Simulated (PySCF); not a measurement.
BiF2, SMILES [F][Bi+][F] (connectivity only; charge and spin as stated), charge +1, multiplicity 1. Geometry optimised at r2SCAN-D4/def2-TZVP. The multiplicity is an assumed one; other spin states were not compared. The isomer is the one that the SMILES or the coordinates give; other isomers of the formula were not compared. The def2 effective core potentials stand for the cores of Bi; spin–orbit coupling is left out.

These are r2SCAN-D4/def2-TZVP (PySCF) values and carry that method's errors.

Harmonic wavenumbers (cm⁻¹): 193, 654, 667. Rotational constants (GHz): 9.046, 6.535, 3.794; symmetry number 2.

### Question
Work out the zero-point energy and the ideal-gas rigid-rotor harmonic-oscillator thermochemistry at 298.15 K and 1 atm.

### Answer
ZPE = ½ Σ hcν = ½ × 1514 cm⁻¹ = 9.06 kJ/mol. H − E(el) = 21.16 kJ/mol. Entropy in J/(mol K): translation 177.46, rotation 97.90, vibration 12.18, total 287.53. G − E(el) = -64.57 kJ/mol. Cp = 48.58 J/(mol K).
